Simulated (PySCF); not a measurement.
**Two-dimensional NMR puzzle**

Compound of formula C6H18N2Si. Correlations simulated from computed shifts and the bond graph:

HSQC (one-bond C–H):
| δH | δC |
| --- | --- |
| 2.74 | 33.4 |
| 2.67 | 32.8 |
| 1.20 | 30.7 |

HMBC (two and three bonds, from the bond graph):
| δH | δC |
| --- | --- |
| 4.71 | 32.8 |
| 2.74 | 58.4 |
| 1.20 | 58.4, 30.7 |

Carbons without hydrogens: δ 58.4.

[PySCF 2.14.0 with density-fitted response routines: PBE0/pcSseg-1 with gauge-including orbitals; geometry from GFN2-xTB; non-relativistic Hamiltonian; a single conformation; rapidly exchanging positions averaged; in vacuum]

Chemical shifts δ = σref − σ; ¹H (σ = 31.72 ppm), ¹³C (σ = 186.93 ppm) vs TMS, all at this level.

Exchangeable hydrogens are left out of these lists.

Work out the connectivity.

## Answers

`C(N(N(C)[SiH3])C)(C)(C)C`.

Mapped SMILES: `[CH3:1][N:2]([SiH3:3])[N:4]([CH3:5])[C:6]([CH3:7])([CH3:8])[CH3:9]` (H(Xn): hydrogen on atom n).

δC 58.4 is C6, a fully substituted sp3 carbon bonded to N. δC 33.4 is C5, a methyl carbon bonded to N (δH 2.74). δC 32.8 is C1, a methyl carbon bonded to N (δH 2.67). δC 30.7 is C7/C8/C9, a methyl carbon (δH 1.20). HMBC from δH 2.74 reaches the proton-free carbon C6. HMBC from δH 1.20 reaches the proton-free carbon C6.

The data come from this structure; uniqueness wasn't tested.

Shifts are as computed. Against solution values, carbons near 30 ppm lie about +3 ppm off and those near 130 ppm about +5 ppm. Of 1211 compounds with measured shifts, 218 miss one by over three times the rms of a fit or turn the order of signals round; such compounds aren't used in these exercises.
